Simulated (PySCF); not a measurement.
## Structure from NMR data

Molecular formula: C₄F₆. Simulated spectra:

$^{13}$C{$^{1}$H} NMR (computed): δ 165.5 (m), 130.2 (m).

All values are calculated (PySCF 2.14): GIAO PBE0/pcSseg-1 shieldings, coordinates at the GFN2-xTB level, B3LYP/pcJ-1 coupling constants. One computed conformer, non-relativistic, no solvent model, fast rotation and ring inversion assumed for equivalent nuclei.

Referencing at the same level of theory: $^{13}$C (186.93 ppm) against TMS.

Question: What is the structure?

Answer: 
1. Rings plus π bonds: 2 (no ring in the answer).
2. 2 carbon signals for 4 carbons: some carbons are equivalent by symmetry or fast rotation.
3. Carbon types of the structure: 4 × C.
4. δC 165.5, 130.2: fully substituted alkene carbon.

The compound is SMILES FC(F)=C(F)C(F)=C(F)F.

The shifts were computed for this structure.

C–F couplings over four or more bonds (about 3 Hz to the para carbon of a fluoroarene) are left out. Common functionals overestimate the size of one-bond C–F couplings by tens of Hz; these are unscaled. Shifts are as computed. Against solution values, carbons near 30 ppm lie about +3 ppm off and those near 130 ppm about +5 ppm. Of 1211 compounds with measured shifts, 218 miss one by over three times the rms of a fit or turn the order of signals round; such compounds aren't used in these exercises.
